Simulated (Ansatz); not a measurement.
Ansatz (a quantum-chemistry and plane-wave program) input (CCSD(T)/aug-cc-pV(D+d)Z):
A basis named .json is the Basis Set Exchange file of that set.

Ansatz 0.2 input:
```yaml
crystal:
  periodic: [false, false, false]
  atoms:
    - {symbol: F, position_ang: [0.62904051, -0.45823762, -1.37318079]}
    - {symbol: S, position_ang: [0.00000000, -0.00000000, -0.00000000]}
    - {symbol: F, position_ang: [1.27442995, -0.53483926, 0.76228239]}
    - {symbol: F, position_ang: [-0.68661161, -1.41253829, 0.15684144]}
    - {symbol: F, position_ang: [-1.27442995, 0.53483926, -0.76228239]}
    - {symbol: F, position_ang: [0.68661161, 1.41253829, -0.15684144]}
    - {symbol: F, position_ang: [-0.62904051, 0.45823762, 1.37318079]}
basis:
  gaussian:
    orbitals: aug-cc-pV_D+d_Z.json
magnetization: {spin_polarized: false}
correlation: {method: ccsd_t, electrons: outside_noble_gas}
output: {forces: true}
```

End of the output:

```
integrals: 0.58 GiB planned
1565 factors; integrals over basis functions are off by at most 2.4e-4 eV
mean field: 1.19 GiB planned
mean field evaluation 1: about -27042.3796 eV, gradient 6.9e1 eV
mean field evaluation 2: about -27042.8426 eV, gradient 7.1e1 eV
mean field evaluation 4: about -27051.2396 eV, gradient 3.5e0 eV
mean field evaluation 8: about -27051.3418 eV, gradient 1.7e-1 eV
mean field evaluation 16: about -27047.0718 eV, gradient 4.8e1 eV
mean field -27051.34196294 eV, -994.1184810799 hartree, gradient 3.4e-6 eV, S^2 0.000000; 0 other end points of the search recorded, 0 dependent functions left out
11 core orbitals not correlated
reference -27051.34196294 eV, -994.1184810799 hartree; 24, 24 occupied and 135, 135 virtual orbitals, 1565 factors
densities: 3.77 GiB planned
second order -38.61670149 eV of doubles, -0.00000000 eV of singles
coupled cluster: 2.18 GiB planned
cycle   1  -37.70310909 eV  change    9.1e-1 eV  update   1.4e-1
cycle   2  -38.54838905 eV  change   -8.5e-1 eV  update   3.8e-2
cycle   3  -38.72575275 eV  change   -1.8e-1 eV  update   1.7e-2
cycle   4  -38.70969356 eV  change    1.6e-2 eV  update   3.1e-3
cycle   5  -38.70499019 eV  change    4.7e-3 eV  update   1.3e-3
cycle   6  -38.70633936 eV  change   -1.3e-3 eV  update   3.5e-4
cycle   7  -38.70624705 eV  change    9.2e-5 eV  update   1.4e-4
cycle   8  -38.70611917 eV  change    1.3e-4 eV  update   2.9e-5
cycle   9  -38.70613224 eV  change   -1.3e-5 eV  update   7.2e-6
perturbative correction -1.09631499 eV, -0.0402888327 hartree
the calculation of the forces begins
Total energy: -27091.14441017 eV, -995.5811940364 hartree
Atom 0 at     0.629041    -0.458238    -1.373181 Å, force     0.288542    -0.210195    -0.629881 eV/Å
Atom 1 at     0.000000    -0.000000    -0.000000 Å, force     0.000000    -0.000000    -0.000000 eV/Å
Atom 2 at     1.274430    -0.534839     0.762282 Å, force     0.584584    -0.245332     0.349661 eV/Å
Atom 3 at    -0.686612    -1.412538     0.156841 Å, force    -0.314950    -0.647935     0.071944 eV/Å
Atom 4 at    -1.274430     0.534839    -0.762282 Å, force    -0.584584     0.245332    -0.349661 eV/Å
Atom 5 at     0.686612     1.412538    -0.156841 Å, force     0.314950     0.647934    -0.071943 eV/Å
Atom 6 at    -0.629041     0.458238     1.373181 Å, force    -0.288542     0.210195     0.629881 eV/Å
Dipole moment:    -0.000000    -0.000000    -0.000000 e Å
```
